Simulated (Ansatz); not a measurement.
`[SiH3][S][GeH3]`, relaxed with RKS PBE-D4/def2-SVP in the Gaussian-basis code of Ansatz from a rough embedded geometry. The force threshold is 0.03 eV/Å; the program also tests the step.

Total charge 0; spin multiplicity 1.

Start:

```xyz
9

Si    1.429   -0.536   -0.108
S     0.218   -0.123    1.538
Ge   -1.442    0.502    0.205
H     0.854   -1.560   -0.909
H     2.788   -1.043    0.347
H     1.701    0.690   -0.922
H    -2.673    0.945    1.134
H    -1.868   -0.648   -0.649
H    -1.007    1.771   -0.636
```

Task: By how much does the energy fall, and how many steps does the optimiser take? (Estimate.)

Result: The calculation gave: 0.25 eV, in 4 steps.

Task: Which bonds change most? (An estimate is asked.)

Result: Computed: Si1–H4 from 1.422 to 1.505 Å; Si1–S2 from 2.084 to 2.161 Å; Ge3–H7 from 1.604 to 1.547 Å; Ge3–H8 from 1.495 to 1.551 Å.

Task: Give the relaxed structure. (Best estimate.)

Result: Computed: 
```xyz
9

Si    1.558   -0.569   -0.138
S     0.198   -0.090    1.471
Ge   -1.566    0.570    0.232
H     1.002   -1.645   -1.030
H     2.822   -1.054    0.513
H     1.858    0.637   -0.989
H    -2.663    0.946    1.256
H    -2.035   -0.592   -0.681
H    -1.175    1.797   -0.635
```
